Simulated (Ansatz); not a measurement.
`[SH][Sn][SH]` and `[F][Sn][SH]` differ in one atom or group.

Ansatz, PBE0-D4/def2-TZVP geometries, multiplicity 1. Each molecule was computed in one conformer, which needn't be the lowest.

Elements past krypton have def2 core potentials.

| property | `[SH][Sn][SH]` |
| --- | --- |
| LUMO energy (B3LYP/def2-TZVPP) / eV | -2.68 |
| size of the dipole moment (PBE/def2-TZVPP) / D | 1.98 |
| size of the dipole moment (B3LYP/def2-TZVPP) / D | 2.16 |
| size of the dipole moment (ωB97M-V/def2-TZVPP) / D | 2.21 |
| HOMO–LUMO gap (PBE/def2-TZVPP) / eV | 3.07 |
| HOMO energy (ωB97M-V/def2-TZVPP) / eV | -9.17 |

Give the same properties after the change, and the shifts. (Estimate.)

Computed: 
```
                                          property  `[F][Sn][SH]`  shift
               LUMO energy (B3LYP/def2-TZVPP) / eV          -2.85  -0.17
    size of the dipole moment (PBE/def2-TZVPP) / D           2.11   0.13
  size of the dipole moment (B3LYP/def2-TZVPP) / D           2.35   0.19
size of the dipole moment (ωB97M-V/def2-TZVPP) / D           2.37   0.16
               HOMO–LUMO gap (PBE/def2-TZVPP) / eV           3.22   0.15
             HOMO energy (ωB97M-V/def2-TZVPP) / eV          -9.55  -0.38
```

With PBE0 the HOMO falls by 0.36 eV and the LUMO falls by 0.13 eV, so the gap widens by about 0.23 eV. PBE moves the HOMO by -0.30 eV and ωB97M-V by -0.38 eV. Dipoles are sizes alone; their direction can turn.

B3LYP here is the variant with VWN-RPA as its local correlation; programs differ in this.
